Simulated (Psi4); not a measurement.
C3H3, doublet, geometry from GFN2-xTB; Psi4 with M06-2X/def2-SV(P).

The Psi4 input:
```
memory 2 GB

molecule mol {
0 2
C     0.001404   -0.018997    0.109188
C     0.016848   -0.227990    1.310390
C    -0.015720    0.212717   -1.222609
H     0.030126   -0.407665    2.343087
H     0.899848    0.246266   -1.784816
H    -0.945169    0.367019   -1.740084
}

set {
  basis def2-sv(p)
  reference uks
  guess sap
}

energy('m06-2x')
print_variables()
```

Problem. Write the output that Psi4 gives for this input, abridged.

Solution. 
```
   => Loading Basis Set <=

    Name: DEF2-SV(P)
    Role: ORBITAL
    Keyword: BASIS

         ---------------------------------------------------------
                                   SCF
               by Justin Turney, Rob Parrish, Andy Simmonett
                          and Daniel G. A. Smith
                              UKS Reference
         ---------------------------------------------------------

  ==> Geometry <==

    Molecular point group: c1
    Full point group: C1

    Geometry (in Angstrom), charge = 0, multiplicity = 2:

       Center              X                  Y                   Z               Mass
    ------------   -----------------  -----------------  -----------------  -----------------
         C            0.001017819666    -0.013769095095     0.079140258934    12.000000000000
         C            0.016461819666    -0.222762095095     1.280342258934    12.000000000000
         C           -0.016106180334     0.217944904905    -1.252656741066    12.000000000000
         H            0.029739819666    -0.402437095095     2.313039258934     1.007825032230
         H            0.899461819666     0.251493904905    -1.814863741066     1.007825032230
         H           -0.945555180334     0.372246904905    -1.770131741066     1.007825032230

  Running in c1 symmetry.

  Rotational constants: A =      9.77980  B =      0.32431  C =      0.31390 [cm^-1]
  Rotational constants: A = 293191.16489  B =   9722.56318  C =   9410.49995 [MHz]
  Nuclear repulsion =   53.828603825440005

  Charge       = 0
  Multiplicity = 2
  Electrons    = 21
  Nalpha       = 11
  Nbeta        = 10

  ==> Algorithm <==

  SCF Algorithm Type is DF.
  DIIS enabled.
  MOM disabled.
  Fractional occupation disabled.
  Guess Type is SAP.
  Energy threshold   = 1.00e-06
  Density threshold  = 1.00e-06
  Integral threshold = 1.00e-12

  ==> Primary Basis <==

  Basis Set: DEF2-SV(P)
    Blend: DEF2-SV(P)
    Number of shells: 24
    Number of basis functions: 48
    Number of Cartesian functions: 51
    Spherical Harmonics?: true
    Max angular momentum: 2

  ==> DFT Potential <==

   => LibXC <=

    Version 7.1.2
    S. Lehtola, C. Steigemann, M. J. T. Oliveira, and M. A. L. Marques,  SoftwareX 7, 1–5 (2018) (10.1016/j.softx.2017.11.002)

   => Composite Functional: M06-2X <=

    Hybrid M06-2X Meta-GGA XC Functional  (10.1007/s00214-007-0310-x)
    Y. Zhao and D. G. Truhlar,  Theor. Chem. Acc., 120, 215, 2008

    Deriv               =              1
[...]
      Ntotal   =   20.9999985200 ; deviation = -1.480e-06

   @Spin Contamination Metric:   2.373728932E-02
   @S^2 Expected:                7.500000000E-01
   @S^2 Observed:                7.737372893E-01
   @S   Expected:                5.000000000E-01
   @S   Observed:                5.000000000E-01

    Orbital Energies [Eh]
    ---------------------

    Alpha Occupied:

[...]
    Alpha Virtual:

[...]
      48A      3.444302

    Beta Occupied:

[...]
      10A     -0.334069

    Beta Virtual:

[...]
    Final Occupation by Irrep:
              A
    DOCC [    10 ]
    SOCC [     1 ]
    NA   [    11 ]
    NB   [    10 ]

  @DF-UKS Final Energy:  -115.84393647376453

   => Energetics <=

    Nuclear Repulsion Energy =             53.8286038254400054
    One-Electron Energy =                -260.7839111603105948
    Two-Electron Energy =                  99.4167542565580789
    DFT Exchange-Correlation Energy =      -8.3053833954520329
    Empirical Dispersion Energy =           0.0000000000000000
    VV10 Nonlocal Energy =                  0.0000000000000000
    Total Energy =                       -115.8439364737645292

  UHF NO Occupations:
  HONO-2 :    9  A 1.9981781
  HONO-1 :   10  A 1.9911899
  HONO-0 :   11  A 1.0000000
  LUNO+0 :   12  A 0.0088101
  LUNO+1 :   13  A 0.0018219
  LUNO+2 :   14  A 0.0005163
  LUNO+3 :   15  A 0.0003133

Computation Completed

Properties will be evaluated at   0.000000,   0.000000,   0.000000 [a0]

Properties computed using the SCF density matrix

 Multipole Moments:

 ------------------------------------------------------------------------------------
     Multipole            Electronic (a.u.)      Nuclear  (a.u.)        Total (a.u.)
 ------------------------------------------------------------------------------------

 L = 1.  Multiply by 2.5417464519 to convert [e a0] to [Debye]
 Dipole X            :          0.0146980           -0.0153309           -0.0006329
 Dipole Y            :         -0.1989004            0.2074655            0.0085650
 Dipole Z            :          1.1431940           -1.1924201           -0.0492261
 Magnitude           :                                                    0.0499697

 ------------------------------------------------------------------------------------

  Variable Map:
  ----------------------------------------------------------------------------
[...]
  Array Variable Map:
  ----------------------------------------------------------------------------
[...]
[...]
```
